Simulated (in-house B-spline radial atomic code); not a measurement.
RPA and G0W0 for the lanthanum ion La³⁺, [Kr] 4d10 5s2 5p6, as one setting changes: the radius of a hard wall (bohr). Start: PBE0. A dash marks a level of low quasi-particle weight. Computed with an all-electron radial atomic-structure program (B-spline basis): all electrons, scalar-relativistic (spin-free one-electron X2C), finite nucleus, each spin shell either full or empty, empty states to l = 9 with an (l + 1/2)⁻⁴ tail; G0W0 by contour deformation at full frequency.

Spin-orbit coupling, left out, splits p levels strongly here.

```csv
radius of a hard wall (bohr),mean-field level (eV),G0W0 level (eV),RPA correlation (Eh)
2,11.365,-,-4.5653
2.5,-26.798,5p -32.67,-4.3907
3,?,?,?
3.5,?,?,?
4,-45.69,5p -50.44,-4.2983
5,-46.43,5p -51.02,-4.2932
6,-46.50,5p -51.06,-4.292
8,-46.50,5p -51.06,-4.2911
12,-46.50,5p -51.05,-4.2901
```

(1) What belongs in the row for 3?

(2) What belongs in the row for 3.5?

## Answers

(1) mean-field level (eV): -39.48; G0W0 level (eV): 5p -44.80; RPA correlation (Eh): -4.3325.

(2) mean-field level (eV): -44.05; G0W0 level (eV): 5p -49.01; RPA correlation (Eh): -4.3079.
